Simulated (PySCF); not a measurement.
W(NH)2Me2, C2H8N2W (singlet state).
Bonds: W1–N2, W1–N4, W1–C6, W1–C10. Hydrogens: H3 on N2; H5 on N4; H7, H8, H9 on C6; H11, H12, H13 on C10.

Method used: PySCF, PBE0-D3(BJ)/def2-SVP geometry optimisation, gas phase, def2 core potentials past Kr.

**Question.** How far are the bound atoms from W1?

**Answer.** 4 atoms: N4 1.750 Å, N2 1.751 Å, C10 2.122 Å, C6 2.122 Å. The nearest atom not counted as bound is H13, at 2.69 Å (others tie with it).

**Question.** List the angles at W1.

**Answer.** 
| angle | degrees | distance of the outer atoms (Å) |
| --- | --- | --- |
| C6–W1–C10 | 114.5 | 3.57 |
| N2–W1–N4 | 113.7 | 2.93 |
| N2–W1–C10 | 107.4 | 3.13 |
| N2–W1–C6 | 107.4 | 3.13 |
| N4–W1–C6 | 107.1 | 3.12 |
| N4–W1–C10 | 106.9 | 3.12 |

**Question.** What is the shape at W1?

**Answer.** Distorted tetrahedral: angles from 106.9° to 114.5°; τ4 = (360° − α − β)/141° = 0.93 with α and β the two widest (0 for a square, 1 for a tetrahedron).

**Question.** What are the other bond lengths?

**Answer.** N2–H3, N4–H5 1.015 Å; C6–H7 and 5 like bonds 1.103 Å.

**Question.** What are the rotational constants (commonest isotopes, rigid rotor)?

**Answer.** A = 3398, B = 2877, C = 2783 MHz: an asymmetric top.

Charge 0, singlet. Not checked by PBE0-D3(BJ)/def2-SVP frequencies.

Hardware: an Arm Neoverse V2 with one thread, shared host with 32 logical CPUs at a one-minute load of 20. Cost: 1.9 min wall, 0.48 GiB resident at most. That covers the optimisation of the geometry.
